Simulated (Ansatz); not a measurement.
Consider the ligand exchange at the Si–C bond: `C#CCC[SiH3]` + `[NH2][Al]([NH2])[F]` → `[NH2][Al]([F])[NH][SiH3]` + `C#CCC`.

Calculated with Ansatz (gas phase, PBE0-D4/def2-TZVP geometries, no zero-point term in ΔE). CCSD(T)/CBS is the MP2 limit (def2-TZVPP, def2-QZVPP) plus CCSD(T) − MP2 in def2-TZVPP, frozen cores. This one scheme is used for every species. DFT in def2-TZVPP. B3LYP here is the variant with VWN-RPA as its local correlation; programs differ in this. One conformer a species, not always the lowest.

`C#CCC[SiH3]`:

Cartesian coordinates in Å:
```
C 1.866 1.078 -2.307
C 1.139 0.973 -1.357
C 0.259 0.810 -0.211
C -0.116 -0.654 0.046
Si -1.254 -0.884 1.523
H 2.510 1.179 -3.148
H 0.748 1.234 0.673
H -0.645 1.407 -0.373
H -0.600 -1.072 -0.841
H 0.792 -1.244 0.205
H -1.570 -2.324 1.714
H -0.605 -0.366 2.759
H -2.524 -0.136 1.317
```

`[NH2][Al]([NH2])[F]`:

```xyz
8

N     0.875    0.468   -1.225
Al    0.121   -0.532    0.009
N    -0.999    0.082    1.217
F     0.486   -2.142    0.034
H     1.516    0.118   -1.917
H     0.734    1.457   -1.345
H    -1.300    1.038    1.305
H    -1.432   -0.489    1.923
```

`[NH2][Al]([F])[NH][SiH3]`:

Z-matrix (Å, degrees):
```
Si
N 1 1.721
H 1 1.490 2 112.7
H 1 1.490 2 112.7 3 -121.4
H 1 1.488 2 107.1 3 119.3
Al 2 1.774 1 128.9 3 -118.8
H 2 1.012 1 115.2 3 61.0
F 6 1.650 2 117.8 1 179.7
N 6 1.754 2 123.1 1 -0.3
H 9 1.006 6 124.4 2 179.9
H 9 1.006 6 124.8 2 -0.1
```

`C#CCC`:

```xyz
10

C    -1.710    1.515   -0.132
C    -0.824    0.795    0.237
C     0.253   -0.086    0.657
C     0.855   -0.880   -0.499
H    -2.497    2.156   -0.453
H     1.030    0.513    1.143
H    -0.128   -0.771    1.422
H     1.658   -1.526   -0.140
H     0.098   -1.505   -0.976
H     1.265   -0.211   -1.258
```

| level | ΔE (kJ/mol) | difference from CCSD(T)/CBS |
| --- | --- | --- |
| B3LYP-D4 | -68.8 | -1.0 |
| ωB97M-V | -67.3 | 0.5 |
| B2PLYP | -70.2 | -2.4 |
| B3LYP | -68.8 | -1.0 |
| CCSD/def2-TZVPP | -70.1 | -2.3 |
| CCSD(T)/def2-TZVPP | -69.1 | -1.3 |
| HF/def2-QZVPP | -79.7 | -11.9 |
| MP2/def2-QZVPP | -69.4 | -1.6 |
| SCS-MP2/def2-QZVPP | -71.5 | -3.7 |
| MP2/CBS(def2) | -68.7 | -0.9 |
| CCSD(T)/CBS | -67.8 | 0 |

Largest T1 diagnostic among the species: 0.011.

In def2-TZVPP, CCSD(T) changes the Hartree–Fock value by +10.2 kJ/mol (the triples alone add +1.0 kJ/mol) and MP2 by +9.3 kJ/mol. From PBE to PBE0 (25 % exact exchange), in def2-TZVPP and without D4, ΔE moves by −3.2 kJ/mol.
